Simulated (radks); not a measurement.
P11.4+, configuration [He] 2s(up 1, down 0.6) (fractional occupations, a model configuration).

Method: non-relativistic Kohn-Sham, PBE, spin-polarised, spherical densities, point nucleus; computed with a radial shooting solver on a logarithmic mesh with Libxc functionals.

Energy parts (Ry):
total: -501.00579
kinetic: 500.83369
electron-nucleus: -1039.59861
Hartree: 59.95869
exchange-correlation: -22.19955

Orbitals (lengths in bohr, moments of r in powers of bohr; r(max) is where P^2 peaks; r(90%) holds 90 % of the orbital's charge):
1s up: occ. 1; eigenvalue (Ry) -190.9767; r(max) 0.06785; r(90%) 0.184; <r^2> 0.01426
1s down: occ. 1; eigenvalue (Ry) -190.8877; r(max) 0.06787; r(90%) 0.184; <r^2> 0.01426
2s up: occ. 1; eigenvalue (Ry) -40.92586; r(max) 0.3794; r(90%) 0.674; <r^2> 0.2277
2s down: occ. 0.6; eigenvalue (Ry) -40.61585; r(max) 0.3796; r(90%) 0.676; <r^2> 0.2287

The highest occupied level is 2s down at -552.61 eV. Virial ratio -V/T = 2.00034. Spin moment in Bohr magnetons: 0.4.
